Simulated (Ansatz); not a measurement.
Compare A (`C[Si](F)(S)Cl`) with its isomer B (`FCS[SiH2]Cl`).

Program: Ansatz. Geometries: PBE0-D4/def2-TZVP. ΔE: electronic, gas phase. CCSD(T)/CBS adds triple-zeta CCSD(T) − MP2 to the extrapolated MP2 energy (def2 sets, frozen cores). DFT in def2-TZVPP. B3LYP here is the variant with VWN-RPA as its local correlation; programs differ in this. Each species was taken in one conformer, which may not be the lowest.

A:

```xyz
9

C     0.492   -1.081   -0.111
Si    0.153    0.726    0.022
F     0.643    1.209    1.458
S    -1.870    1.274   -0.278
Cl    1.206    1.779   -1.373
H     1.554   -1.274    0.053
H    -0.080   -1.632    0.640
H     0.214   -1.450   -1.100
H    -2.312    0.448    0.688
```

B:

```xyz
9

F    -1.1052    1.2043   -1.3692
C    -0.7743   -0.1243   -1.3143
S     0.9605   -0.3853   -0.8816
Si    0.9092    0.1313    1.1777
Cl   -0.3939   -1.0779    2.2115
H    -0.9088   -0.5619   -2.3051
H    -1.4255   -0.6155   -0.5893
H     2.2847   -0.0899    1.6726
H     0.4533    1.5192    1.3976
```

(1) Which isomer does CCSD(T)/CBS put lower? Give the gap. (An estimate is asked.)

(2) Give E(B) − E(A) in kJ/mol with B3LYP-D4, PBE0-D4, CCSD(T)/def2-TZVPP, B2PLYP, HF/def2-TZVPP, r2SCAN-D4, PBE-D4. (Estimate.)

Largest T1 diagnostic: 0.011.

## Answers

(1) Computed: A, by 299.5 kJ/mol.

(2) Ansatz gave: B3LYP-D4 288.3, PBE0-D4 287.0, CCSD(T)/def2-TZVPP 296.9, B2PLYP 294.6, HF/def2-TZVPP 294.3, r2SCAN-D4 296.1, PBE-D4 277.5. None reverses the order clearly.

From PBE to PBE0 (25 % exact exchange), in def2-TZVPP and without D4, E(B) − E(A) moves by +9.8 kJ/mol.
